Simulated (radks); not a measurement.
Species: In2+. Configuration: [Kr] 4d10 5s1. Method: scalar-relativistic Kohn-Sham, BLYP, spin-polarised, spherical densities, point nucleus; open shells are filled with parallel spins first (spin-orbit coupling, left out, can overturn this in heavy ions); computed with a radial shooting solver on a logarithmic mesh with Libxc functionals.

Normalised radial functions P(r) = r R(r), r in bohr:

```
   r/bohr * 4s up (the largest magnitude, 1.21, reaches the edge; | marks zero)
 0.001351                             | *
 0.001802                             | *
 0.002385                             | *
 0.003155                             |  *
 0.004208                             |   *
 0.005568                             |    *
 0.007426                             |    *
 0.009826                             |     *
    0.013                             |     *
  0.01734                             |     *
  0.02294                             |    *
  0.03036                             |  *
  0.04049                            *|
  0.05357                       *     |
  0.07088                    *        |
  0.09454                   *         |
   0.1251                       *     |
   0.1668                             |   *
   0.2208                             |             *
   0.2921                             |              *
   0.3896                             |   *
   0.5154               *             |
    0.682  *                          |
   0.9096   *                         |
    1.204             *               |
    1.592                       *     |
    2.124                           * |
     2.81                             *
    3.748                             *
    4.959                             *
    6.562                             *
```

4s up: eigenvalue -137.54 eV, 3 radial nodes at r = 0.0372, 0.149, 0.414 bohr, <r> = 0.848 bohr, 90 % of the charge inside 1.23 bohr.
